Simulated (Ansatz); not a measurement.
`F[C](F)(F)[Sn]([F])([F])[C](F)(F)F`. Total charge 0; spin multiplicity 1. Sn takes the def2 core potential. The geometry is a stationary point of PBE0-D4/def2-TZVP.

```xyz
11

F     1.137    0.528   -2.229
C     0.032    1.023   -1.667
F     0.023    2.339   -1.856
F    -1.020    0.502   -2.301
Sn   -0.033    0.525    0.483
F     1.420    1.417    1.320
F    -1.592    1.331    1.209
C     0.002   -1.577    1.157
F     1.113   -2.186    0.735
F    -1.044   -2.244    0.665
F    -0.039   -1.658    2.483
```

Q: What is the dipole moment at PBE/def2-TZVPP? (Estimate.)

A: The calculation gave: 1.82 D, with components (0.08, -1.34, -1.23) D in this frame, pointing from negative to positive charge.

Q: And with r2SCAN, B3LYP, ωB97M-V? (Best estimate.)

A: Computed: r2SCAN 1.82 D, B3LYP 1.75 D, ωB97M-V 1.70 D.

Q: Give the Mulliken charges with PBE, ωB97M-V, B3LYP in def2-TZVPP. (An estimate is asked.)

A: Computed: 
```csv
atom,PBE,ωB97M-V,B3LYP
F1,-0.11,-0.14,-0.15
C2,0.26,0.35,0.37
F3,-0.10,-0.14,-0.15
F4,-0.11,-0.14,-0.15
Sn5,0.93,1.03,1.07
F6,-0.41,-0.45,-0.45
F7,-0.41,-0.45,-0.45
C8,0.26,0.35,0.37
F9,-0.11,-0.14,-0.15
F10,-0.11,-0.14,-0.15
F11,-0.10,-0.14,-0.15
```

B3LYP here is the variant with VWN-RPA as its local correlation; programs differ in this.
